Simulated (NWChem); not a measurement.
System: C$_{2}$H$_{4}$O$_{2}$Si; SMILES O[Si@@H]1C=CO1

Here is an NWChem input.

```
start job
memory heap 200 mb stack 900 mb global 1100 mb
geometry units angstroms noautoz
  O     -0.064293     1.890143    -0.421622
  Si     0.070548     0.478432     0.414621
  C      1.052007    -0.962716    -0.166187
  C     -0.155863    -1.568510    -0.231477
  O     -1.171610    -0.701400     0.067800
  H     -0.027615     1.834707    -1.381846
  H      0.060664     0.874067     1.839340
  H      2.037897    -1.391328    -0.325683
  H     -0.444527    -2.603820    -0.456060
end
basis spherical
  * library def2-tzvp
end
dft
  xc xpbe96 cpbe96
  iterations 150
  semidirect filesize 400000000
  mulliken
end
task dft energy
```

The geometry was optimised at PBE0/def2-SVP.

Q: Predict the main results of this run. (PBE/def2-TZVP.) Quantities: energy (Ha); highest occupied level (eV); orbital gap (eV); dipole (D).

A: 
```yaml
energy (Ha): -518.30
highest occupied level (eV): -5.72
orbital gap (eV): 4.38
dipole (D): 1.66
```
